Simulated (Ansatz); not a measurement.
Geometry optimisation of CH7BOSi, SMILES `BO[SiH2]C`.

```yaml
crystal:
  periodic: [false, false, false]
  atoms:
    - {symbol: B, position_ang: [-0.852046, 2.046454, 0.459105]}
    - {symbol: O, position_ang: [0.064262, 1.061810, 0.619935]}
    - {symbol: Si, position_ang: [-0.066201, -0.639568, 0.534287]}
    - {symbol: C, position_ang: [0.953882, -1.233933, -0.920925]}
    - {symbol: H, position_ang: [-2.022967, 1.772020, 0.220327]}
    - {symbol: H, position_ang: [-0.468531, 3.200573, 0.557181]}
    - {symbol: H, position_ang: [0.474141, -1.166087, 1.831493]}
    - {symbol: H, position_ang: [-1.517853, -1.013548, 0.389374]}
    - {symbol: H, position_ang: [0.960746, -2.342607, -0.959505]}
    - {symbol: H, position_ang: [0.538121, -0.857767, -1.877251]}
    - {symbol: H, position_ang: [2.001946, -0.884248, -0.833320]}
basis:
  gaussian: {orbitals: def2-TZVP}
hamiltonian: {xc: pbe0, dispersion: d4}
relax: {f_tol: 0.005, max_steps: 150}
```

```sh
$ ansatz run in.yaml --threads 2 --pin off --events-out ev --progress --plain --max-ram 4352MiB
```

It prints (some lines left out):

```
Functional definition: PBE0
mean field -11747.93585319 eV, -431.7286795679 hartree, gradient 1.3e-5 eV, S^2 0.000000; 0 other end points of the search recorded, 0 dependent functions left out
relax step   1: F+E_penalty+E_count = -11748.09194867 eV  Δ(F+E_penalty+E_count) = +0.000e0 eV  max|allowed force component| = 8.275e-1 eV/Å  Δτ_max = 0.0000 Å  (26 SCF iters, accepted)
mean field -11747.98519409 eV, -431.7304928123 hartree, gradient 1.7e-5 eV, S^2 0.000000; 0 other end points of the search recorded, 0 dependent functions left out
relax step   2: F+E_penalty+E_count = -11748.14196608 eV  Δ(F+E_penalty+E_count) = -5.002e-2 eV  max|allowed force component| = 6.007e-1 eV/Å  Δτ_max = 0.0307 Å  (31 SCF iters, accepted)
mean field -11747.99598756 eV, -431.7308894651 hartree, gradient 1.6e-5 eV, S^2 0.000000; 0 other end points of the search recorded, 0 dependent functions left out
relax step   3: F+E_penalty+E_count = -11748.15334372 eV  Δ(F+E_penalty+E_count) = -1.138e-2 eV  max|allowed force component| = 6.280e-2 eV/Å  Δτ_max = 0.0188 Å  (31 SCF iters, accepted)
mean field -11747.99621228 eV, -431.7308977234 hartree, gradient 1.6e-5 eV, S^2 0.000000; 0 other end points of the search recorded, 0 dependent functions left out
relax step   4: F+E_penalty+E_count = -11748.15350635 eV  Δ(F+E_penalty+E_count) = -1.626e-4 eV  max|allowed force component| = 7.977e-2 eV/Å  Δτ_max = 0.0141 Å  (31 SCF iters, accepted)
mean field -11747.99439195 eV, -431.7308308276 hartree, gradient 1.6e-5 eV, S^2 0.000000; 0 other end points of the search recorded, 0 dependent functions left out
relax step   5: F+E_penalty+E_count = -11748.15145422 eV  Δ(F+E_penalty+E_count) = +2.052e-3 eV  max|allowed force component| = 2.438e-1 eV/Å  Δτ_max = 0.0258 Å  (29 SCF iters, rejected (line search))
mean field -11747.99672304 eV, -431.7309164935 hartree, gradient 1.6e-5 eV, S^2 0.000000; 0 other end points of the search recorded, 0 dependent functions left out
relax step   6: F+E_penalty+E_count = -11748.15388507 eV  Δ(F+E_penalty+E_count) = -3.787e-4 eV  max|allowed force component| = 2.660e-2 eV/Å  Δτ_max = 0.0124 Å  (31 SCF iters, accepted)
mean field -11747.99700036 eV, -431.7309266847 hartree, gradient 1.6e-5 eV, S^2 0.000000; 0 other end points of the search recorded, 0 dependent functions left out
relax step   7: F+E_penalty+E_count = -11748.15403780 eV  Δ(F+E_penalty+E_count) = -1.527e-4 eV  max|allowed force component| = 1.351e-2 eV/Å  Δτ_max = 0.0212 Å  (31 SCF iters, accepted)
mean field -11747.99713830 eV, -431.7309317542 hartree, gradient 1.6e-5 eV, S^2 0.000000; 0 other end points of the search recorded, 0 dependent functions left out
relax step   8: F+E_penalty+E_count = -11748.15408797 eV  Δ(F+E_penalty+E_count) = -5.017e-5 eV  max|allowed force component| = 8.025e-3 eV/Å  Δτ_max = 0.0163 Å  (31 SCF iters, accepted)
mean field -11747.99716594 eV, -431.7309327697 hartree, gradient 9.9e-6 eV, S^2 0.000000; 0 other end points of the search recorded, 0 dependent functions left out
relax step   9: F+E_penalty+E_count = -11748.15410671 eV  Δ(F+E_penalty+E_count) = -1.874e-5 eV  max|allowed force component| = 7.848e-3 eV/Å  Δτ_max = 0.0044 Å  (24 SCF iters, accepted)
mean field -11747.99719312 eV, -431.7309337686 hartree, gradient 1.6e-5 eV, S^2 0.000000; 0 other end points of the search recorded, 0 dependent functions left out
relax step  10: F+E_penalty+E_count = -11748.15413066 eV  Δ(F+E_penalty+E_count) = -2.395e-5 eV  max|allowed force component| = 8.190e-3 eV/Å  Δτ_max = 0.0077 Å  (31 SCF iters, accepted)
mean field -11747.99724454 eV, -431.7309356582 hartree, gradient 1.6e-5 eV, S^2 0.000000; 0 other end points of the search recorded, 0 dependent functions left out
relax step  11: F+E_penalty+E_count = -11748.15416082 eV  Δ(F+E_penalty+E_count) = -3.016e-5 eV  max|allowed force component| = 9.182e-3 eV/Å  Δτ_max = 0.0218 Å  (31 SCF iters, accepted)
mean field -11747.99700972 eV, -431.7309270287 hartree, gradient 1.6e-5 eV, S^2 0.000000; 0 other end points of the search recorded, 0 dependent functions left out
relax step  12: F+E_penalty+E_count = -11748.15388583 eV  Δ(F+E_penalty+E_count) = +2.750e-4 eV  max|allowed force component| = 7.514e-2 eV/Å  Δτ_max = 0.0269 Å  (31 SCF iters, rejected (line search))
mean field -11747.99726168 eV, -431.7309362884 hartree, gradient 9.9e-6 eV, S^2 0.000000; 0 other end points of the search recorded, 0 dependent functions left out
relax step  13: F+E_penalty+E_count = -11748.15416948 eV  Δ(F+E_penalty+E_count) = -8.653e-6 eV  max|allowed force component| = 4.250e-3 eV/Å  Δτ_max = 0.0046 Å  (24 SCF iters, accepted)
mean field -11747.99726168 eV, -431.7309362884 hartree, gradient 1.6e-5 eV, S^2 0.000000; 1 other end points of the search recorded, 0 dependent functions left out
Total energy: -11748.15420513 eV, -431.7367038537 hartree
Atom 0 at    -0.857992     2.029674     0.470573 Å, force    -0.001347    -0.001812    -0.000161 eV/Å
Atom 1 at     0.057361     1.048935     0.559665 Å, force    -0.001213     0.002282    -0.000504 eV/Å
Atom 2 at    -0.061996    -0.609125     0.504658 Å, force    -0.002037     0.001862     0.002297 eV/Å
Atom 3 at     0.958666    -1.235345    -0.912285 Å, force     0.000451     0.001659    -0.003903 eV/Å
Atom 4 at    -2.022716     1.758895     0.323178 Å, force     0.004250     0.000765     0.000521 eV/Å
Atom 5 at    -0.478627     3.165799     0.539016 Å, force    -0.001316    -0.002106     0.000339 eV/Å
Atom 6 at     0.452004    -1.119988     1.800295 Å, force     0.000314    -0.000111    -0.000317 eV/Å
Atom 7 at    -1.492983    -0.987200     0.353532 Å, force    -0.000570     0.000350    -0.000317 eV/Å
Atom 8 at     0.932949    -2.327845    -0.944345 Å, force    -0.000014    -0.001917     0.001070 eV/Å
Atom 9 at     0.578990    -0.858687    -1.864864 Å, force     0.000267    -0.000396     0.001043 eV/Å
Atom 10 at     1.999844    -0.922014    -0.808723 Å, force     0.001216    -0.000575    -0.000067 eV/Å
Dipole moment:     0.079075    -0.280446    -0.140194 e Å
```

Run time 19 s (2 threads of an AMD EPYC 9R45 on a shared host); peak host memory 0.4 GiB.
